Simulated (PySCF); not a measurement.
Species: [NbCl6]- (charge -1 and singlet state).
Structure used (PBE0-D3(BJ)/def2-SVP), in Å, numbered top down from 1:
```
atom  x, y, z in Å
Nb1    0.0127   -0.0140   -0.0099
Cl2    0.0003   -0.0239    2.3520
Cl3    0.0189   -0.0040   -2.3719
Cl4    2.3749    0.0049   -0.0035
Cl5   -2.3492   -0.0368   -0.0240
Cl6   -0.0038    2.3478    0.0022
Cl7    0.0381   -2.3760   -0.0135
```

The calculation used PBE0-D3(BJ)/def2-SVP geometry optimisation, gas phase, def2 core potentials past Kr in PySCF 2.14.0.

Q: Which atoms are bound to Nb1, and at what distances?

A: 6 atoms: Cl6 2.362 Å, Cl3 2.362 Å, Cl5 2.362 Å, Cl2 2.362 Å, Cl7 2.362 Å, Cl4 2.362 Å.

Q: List the angles at Nb1.

A: 
```tsv
angle	degrees	distance of the outer atoms (Å)
Cl2–Nb1–Cl3	179.9	4.72
Cl4–Nb1–Cl5	179.8	4.72
Cl6–Nb1–Cl7	179.7	4.72
Cl5–Nb1–Cl6	90.2	3.34
Cl3–Nb1–Cl7	90.2	3.34
Cl2–Nb1–Cl4	90.1	3.34
Cl5–Nb1–Cl7	90.1	3.34
Cl3–Nb1–Cl6	90.1	3.34
Cl2–Nb1–Cl5	90.0	3.34
Cl3–Nb1–Cl4	90.0	3.34
Cl2–Nb1–Cl6	89.9	3.34
Cl4–Nb1–Cl6	89.9	3.34
Cl2–Nb1–Cl7	89.8	3.34
Cl4–Nb1–Cl7	89.8	3.34
Cl3–Nb1–Cl5	89.8	3.33
```

Q: What is the shape at Nb1?

A: Octahedral: the three widest angles are 179.9°, 179.8° and 179.7°, the others run from 89.8° to 90.2°.

Q: What are the rotational constants (commonest isotopes, rigid rotor)?

A: A = 647.9, B = 647.6, C = 647.3 MHz: a spherical top.

Point group: Oh (tolerance 0.08 Å). Charge -1, singlet. No PBE0-D3(BJ)/def2-SVP frequencies stand behind this structure, so it isn't proved a minimum.

On one thread, Arm Neoverse V1 (aarch64), no GPU, shared host with 32 logical CPUs at a one-minute load of 8.4, this took 1.8 min of wall time and 0.57 GiB of memory at its peak. This is the geometry optimisation.
